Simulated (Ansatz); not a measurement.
Species: [Zn(Br)2] (charge 0, multiplicity 1), formula Br$_{2}$Zn.

Task: How many basis functions does Ansatz (a program for electronic structure) with frozen-core CCSD(T)/def2-TZVPP // BP86-D3(BJ)/def2-SVP use, how many core orbitals are frozen, and how many electrons are correlated?

Result: 160 basis functions and 23 frozen orbitals, which leaves 54 correlated electrons (filled d shells below the valence shell are correlated). Core time is of the order of seconds.
